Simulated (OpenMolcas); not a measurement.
What dynamic correlation does to the levels of B2+

```
Program             : OpenMolcas 26.06
Basis               : ANO-RCC-VTZP [4s3p2d1f]
Scalar Hamiltonian  : DKH2, point nucleus
Active space        : 1 electron in 4 orbitals (2s 2p)
State averaging     : 2S+1 = 2 even, 1 root; 2S+1 = 2 odd, 3 roots
Spin-orbit coupling : RASSI with atomic mean-field integrals over the reference wave functions, term energies averaged over their components
```

Methods on the same reference wave functions:
A. CASSCF
B. SS-CASPT2, IPEA 0.25 Eh, imaginary shift 0.1 Eh (closed shells correlated: 1s)
C. XMS-CASPT2, IPEA 0.25 Eh, imaginary shift 0.1 Eh (closed shells correlated: 1s)

Energies in eV above 2s 2S 1/2, the measured ground level; measured values from Moore, Atomic Energy Levels, vol. I, NSRDS-NBS 35 (1971 reprint of NBS Circular 467, 1949).

```csv
Level,A,B,C,Measured
2s 2S 1/2,0.0000,0.0000,0.0000,0.0000
2p 2P* 1/2,6.0816,6.041,6.039,5.9957
2p 2P* 3/2,6.0854,6.044,6.043,5.9999
```

Deviations, from unrounded energies. A percentage is the sum of absolute deviations over the sum of measured energies, with the sign that they share, or ± where signs differ.

```tsv
Against measurement	Levels	A	B	C
mean absolute deviation (cm-1)	2	690	360	350
other configurations (%)	2	+1.4	+0.7	+0.7
```

B, C lie about equally close to measurement and A furthest from it. The largest miss of C in the table is 2p 2P* 1/2, by +350 cm-1. The ranking rests on the paired levels alone, and a cruder setting can come out closer through cancelling errors.

Between B and C the level of the table that moves most is 2p 2P* 1/2, by 12 cm-1 (lowest in C, highest in B).

The lowest spin-free term lies below A's lowest term by 0.022 hartree in B, 0.022 hartree in C.

With one active electron the reference holds no correlation, so core polarisation is missing (holds for A). With one active electron, CASPT2 adds the correlation within the correlated inactive shells and between them and that electron, and leaves the splitting within a term as the reference gives it (holds for B; C). Measured partners are found by configuration, term and J. A level has none where our copy of the source lacks it or the pairing is in doubt (some pairs that miss far off the trend of their configuration count as doubtful), and it then counts in no deviation. Only configurations of the active space appear.

* marks odd parity.
